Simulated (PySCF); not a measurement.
## How methods differ on the interval between two levels of P²⁺

P²⁺ [Ne] 3s2 3p1 [2P3/2, M_J = 3/2] → P²⁺ [Ne] 3s1 3p2 [4P5/2, M_J = 5/2], as a difference of total energies. Calculation: PySCF 2.14, in x2c-SVPall-2c with one added diffuse shell each of s, p type (5s5p1d, 25 functions); the two-component X2C-1e Hamiltonian. Correlated levels: [Ne] frozen. "Screened" scales the spin-orbit matrix elements by Boettger's factors to mimic the two-electron term; Breit and QED terms are absent.

```csv
method,interval between two levels (cm⁻¹)
GHF (spin-free),43888
GMP2 (spin-free),51169
GHF (screened spin-orbit),43895
GMP2 (screened spin-orbit),51178
```

The labels give the starting determinants; with spin-orbit coupling the two ends relaxed to ⟨J²⟩ = 3.76, ⟨L²⟩ = 2.01, ⟨S²⟩ = 0.75 and ⟨J²⟩ = 8.75, ⟨L²⟩ = 2.00, ⟨S²⟩ = 3.75.
